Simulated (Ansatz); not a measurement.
Basis-set series for CH$_{3}$Cl$_{2}$In, SMILES `[CH3][In]([Cl])[Cl]`. Total charge 0; spin multiplicity 1. In: def2 effective core potential. The geometry is a stationary point of PBE0-D4/def2-TZVP.

```xyz
7

C     0.105   -0.382   -1.062
In   -0.086    0.340    0.928
Cl    0.326   -0.932    2.828
Cl   -0.739    2.498    1.484
H     0.212    0.461   -1.742
H     0.973   -1.037   -1.123
H    -0.792   -0.948   -1.315
```

```
functional       basis  functions  energy (Eh)  HOMO (eV)  LUMO (eV)
   PBE0-D4  def2-TZVPP        207  -1150.25307      -8.53      -1.62
   PBE0-D4  def2-QZVPP        369  -1150.28402      -8.55      -1.71
   ωB97M-V  def2-TZVPP        207  -1150.47872     -10.69       0.05
   ωB97M-V  def2-QZVPP        369  -1150.50846     -10.71      -0.02
```

(1) Give the rows for def2-SVP. (Best estimate.)

Results:

(1) Computed: 
```
functional     basis  functions  energy (Eh)  HOMO (eV)  LUMO (eV)
   PBE0-D4  def2-SVP         91  -1149.88076      -8.41      -1.42
   ωB97M-V  def2-SVP         91  -1150.10675     -10.53       0.29
```

Positive LUMOs are unbound and depend on the basis.
